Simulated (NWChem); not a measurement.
C3H7NSi; SMILES C=C1CN[SiH2]1

```xyz
12

C      0.3614    -2.1384     0.0000
C      0.0577    -0.8427     0.0000
C     -1.3110    -0.1612     0.0000
N     -0.8301     1.2179     0.0000
Si     0.8652     0.8596     0.0000
H      1.3993    -2.4850     0.0000
H     -0.4131    -2.9155     0.0000
H     -1.9107    -0.4287     0.8935
H     -1.9107    -0.4287    -0.8935
H     -1.4526     2.0115     0.0000
H      1.6684     1.2698    -1.1989
H      1.6684     1.2698     1.1989
```
Atoms are numbered in this order, from 1.

Structure relaxed at the PBE0/def2-SVP level. No frequency run checked for a minimum.

Symmetry labels are those of Cs in the frame above (b1 and b2, or b-type labels, depend on it).

List the 6 lowest vertical singlet excitations from PBE0/6-31+G* (spherical d), TDA (NWChem).


| state | energy (eV) | oscillator strength | symmetry | leading excitation (squared amplitude) |
|---|---|---|---|---|
| S1 | 5.04 | 0.003 | a" | HOMO → LUMO+1 (0.98) |
| S2 | 5.19 | 0.002 | a' | HOMO → LUMO (0.98) |
| S3 | 5.84 | 0.003 | a" | HOMO → LUMO+2 (0.91) |
| S4 | 6.16 | 0.016 | a" | HOMO−1 → LUMO+1 (0.79) |
| S5 | 6.27 | 0.000 | a" | HOMO−2 → LUMO (0.81) |
| S6 | 6.45 | 0.006 | a" | HOMO → LUMO+3 (0.92) |
